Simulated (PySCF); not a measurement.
Simulated characterisation data

How the numbers were obtained: structure optimised with GFN2-xTB, PBE0/pcSseg-1 with gauge-including orbitals, in PySCF 2.14 (isolated molecule, non-relativistic Hamiltonian, a single conformation, rapidly exchanging positions averaged).

Referencing at the same level of theory: ¹H, ¹³C against TMS. Splittings of carbon signals by F and P are missing where no couplings were computed. Where no couplings were computed, multiplicities follow the n + 1 count of equivalent neighbours, and m marks all less simple cases (inequivalent or close neighbours, rings, F or P nearby). Acid and N–H amide carbonyl carbons lie up to 10 ppm further downfield in solution (hydrogen bonding). Shifts are as computed. Against solution values, carbons near 30 ppm lie about +3 ppm off and those near 130 ppm about +5 ppm. Of 1309 compounds with measured shifts, 239 miss one by over three times the rms of a fit or turn the order of signals round; such compounds aren't used in these exercises. OH and NH positions are gas-phase values without hydrogen bonding to other molecules.

**1.** SMILES C=C[C@H](C)NC(=O)[SiH3], C5H11NOSi. ¹H NMR (500 MHz, computed): δ 6.21 (m, 1H), 5.49 (m, 1H), 5.43 (m, 1H), 5.41 (m, 1H), 4.90 (br s, 1H), 4.01 (s, 3H), 1.18 (d, 3H). ¹³C{¹H} NMR (computed): δ 178.7 (C), 149.8 (CH), 118.1 (CH2), 45.8 (CH), 24.7 (CH3).

**2.** `InChI=1S/C7H9F/c1-3-6-5(2)4-7(6)8/h1,5-7H,4H2,2H3/t5-,6-,7+/m1/s1`. ¹H NMR (500 MHz, computed): δ 4.94 (m, 1H), 3.41 (m, 1H), 2.53 (m, 1H), 2.01 (m, 1H), 1.87 (m, 1H), 1.82 (d, 1H), 1.32 (d, 3H). ¹³C{¹H} NMR (computed): δ 84.7, 84.3, 83.3, 39.6, 38.8, 23.9, 20.4.

**3.** `C[SiH2]C(=O)C1CNC1`, C5H11NOSi. ¹H NMR (500 MHz, computed): δ 4.16 (q, 2H), 4.01 (m, 2H), 3.80 (m, 1H), 3.78 (m, 2H), 0.32 (t, 3H), 0.21 (br s, 1H). ¹³C{¹H} NMR (computed): δ 244.3, 53.5, 49.2, -6.4.
